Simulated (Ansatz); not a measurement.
System: ZrF2 (charge 0, singlet). SMILES: [Zr]([F])[F]
Structure (B3LYP-D3(BJ)/def2-TZVP (Ansatz, a program for electronic structure) minimum search):
```xyz
3

Zr     0.0018    -0.0064    -0.3205
F      1.5627     0.0182     0.7209
F     -1.5706     0.0104     0.7037
```

### Question
Give the harmonic wavenumbers at B3LYP-D3(BJ)/def2-TZVP (Ansatz, finite differences of forces, unscaled).

### Answer
143, 685, 693 cm⁻¹. Zero-point energy 2.2 kcal/mol.

### Question
From these and the geometry, give the ideal-gas thermochemistry at 298.15 K and 1 atm (rigid rotor, harmonic oscillator).

### Answer
Point group C2v, rotational symmetry number 2. Rotational constants 17.65, 5.419, 4.146 GHz. S(trans) 40.48, S(rot) 22.83, S(vib) 3.40, S(elec, spin only) 0.00, S 66.7 cal/(mol K). H(298) - H(0) 2.93 kcal/mol; G - E(el) -14.8 kcal/mol.
